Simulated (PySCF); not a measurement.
Spinor energies of O⁶⁺ (oxygen, charge +6)

Start: 1s2. Calculated with PySCF 2.14 in an even-tempered Gaussian basis (16 s from 2.4 bohr⁻², ratio 2.4; 8 p from 3.1 bohr⁻², ratio 2.4; 3 d from 11 bohr⁻², ratio 2.6; 3 f from 16 bohr⁻², ratio 2.6): generalised Hartree-Fock with the X2C-1e Hamiltonian and a Gaussian nucleus; one run each with spin-orbit coupling (SO) switched off, then screened by Boettger's factors.

```csv
spinor shell,electrons,"ε, spin-free (eV)","ε, screened SO (eV)",weight of nominal j (screened SO),"rms radius, screened SO (bohr)"
1s1/2,2,-739.75,-739.75,1.000,0.228
```

| quantity | spin-free | screened SO |
| --- | --- | --- |
| E (hartree) | -59.15672 | -59.15672 |
| M_J | 0 | 0 |
| ⟨J²⟩ | 0.000 | 0.000 |
| ⟨L²⟩ | 0.000 | 0.000 |
| ⟨S²⟩ | 0.000 | 0.000 |

Without spin-orbit coupling the j labels of p, d and f shells carry no meaning; the spin-free column gives the mean over the occupied spinors of each nl shell.
